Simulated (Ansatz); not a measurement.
Start from `[NH2][Sn][NH2]` and change one atom or group to get `[NH2][Sn][Br]`.

Ansatz, PBE0-D4/def2-TZVP geometries, multiplicity 1. Each molecule was computed in one conformer, which needn't be the lowest.

Elements past krypton have def2 core potentials. Scalar relativity is left out up to krypton.

| property | `[NH2][Sn][NH2]` |
| --- | --- |
| HOMO–LUMO gap (ωB97M-V/def2-TZVPP) / eV | 9.51 |
| HOMO–LUMO gap (PBE/def2-TZVPP) / eV | 3.52 |
| LUMO energy (PBE0/def2-TZVPP) / eV | -1.12 |
| size of the dipole moment (PBE/def2-TZVPP) / D | 0.70 |
| ideal-gas entropy at 298 K and 1 bar (rigid rotor, harmonic PBE0-D4/def2-TZVP) / J/(mol·K) | 311 |
| zero-point energy (PBE0-D4/def2-TZVP) / kJ/mol | 128.9 |

**Question.** Give the same properties after the change, and the shifts. (Best estimate.)

**Answer.** Computed: 
```csv
property,`[NH2][Sn][Br]`,shift
HOMO–LUMO gap (ωB97M-V/def2-TZVPP) / eV,8.97,-0.54
HOMO–LUMO gap (PBE/def2-TZVPP) / eV,3.49,-0.03
LUMO energy (PBE0/def2-TZVPP) / eV,-2.17,-1.05
size of the dipole moment (PBE/def2-TZVPP) / D,3.16,2.46
"ideal-gas entropy at 298 K and 1 bar (rigid rotor, harmonic PBE0-D4/def2-TZVP) / J/(mol·K)",321,10
zero-point energy (PBE0-D4/def2-TZVP) / kJ/mol,67.3,-61.6
```

With PBE0 the HOMO falls by 0.74 eV and the LUMO falls by 1.05 eV, so the gap narrows by about 0.31 eV. PBE moves the HOMO by -1.01 eV and ωB97M-V by -0.47 eV. The zero-point energy changes by -61.6 kJ/mol with -6 modes. Dipoles are sizes alone; their direction can turn.

Spin–orbit coupling is left out; it splits and shifts lone-pair levels of the heavy atoms by tenths of an eV.
